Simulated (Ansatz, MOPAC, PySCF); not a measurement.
Potential energy curve for SMILES F[SiH3]. The Si1–F5 bond (Si1 also carries H, H, H; F5 carries nothing else) is pulled apart rigidly from the PBE0/def2-TZVP optimised geometry.

- UCCSD(T) = CCSD(T) on UHF/cc-pVTZ, frozen core (Ansatz, a program for electronic structure)
- RKS-B3LYP = restricted B3LYP/cc-pVTZ (Ansatz)
- UMP2/3-21G = unrestricted MP2 (frozen core)/3-21G (PySCF)
- PM7, restricted, heats of formation (MOPAC)

Energies are in eV, each relative to the lowest point of its own curve near equilibrium.

```csv
R / Å,UCCSD(T),RKS-B3LYP,UMP2/3-21G,PM7
1.28,3.606,3.634,5.120,2.311
1.35,1.900,1.933,2.937,(withheld)
1.43,0.760,0.788,1.369,0.458
1.53,0.118,0.132,0.353,0.039
1.58,0.013,0.017,0.116,0.000
1.60,0.000,0.000,0.059,0.010
1.64,0.015,0.006,0.000,0.066
1.70,(withheld),(withheld),0.021,0.230
1.75,0.265,0.228,0.117,(withheld)
1.85,0.656,0.591,0.453,0.916
2.00,1.375,1.265,1.154,1.799
2.17,2.234,2.073,2.033,2.831
2.44,3.520,3.263,4.076,4.279
2.67,4.512,4.120,4.729,5.240
2.83,5.063,4.627,4.945,5.770
3.22,5.969,5.593,5.183,6.708
3.51,6.228,6.110,(withheld),7.186
3.88,6.332,6.586,5.300,7.631
4.31,6.365,6.958,5.322,7.998
4.72,6.375,7.191,5.327,8.257
5.58,(withheld),7.463,5.329,8.640
```

**Question.** What belongs in the gaps?

**Answer.** 
- 1.35, PM7: 1.224
- 1.70, UCCSD(T): 0.121
- 1.70, RKS-B3LYP: 0.097
- 1.75, PM7: 0.423
- 3.51, UMP2/3-21G: 5.256
- 5.58, UCCSD(T): 6.380

The unrestricted determinant behind UCCSD(T), UMP2/3-21G is spin-contaminated at 2.44 to 5.58 Å (<S²> up to 1.0, against 0.00 for a pure singlet). The restricted form behind RKS-B3LYP, PM7 keeps the bonding electrons paired and can't separate into open-shell fragments.
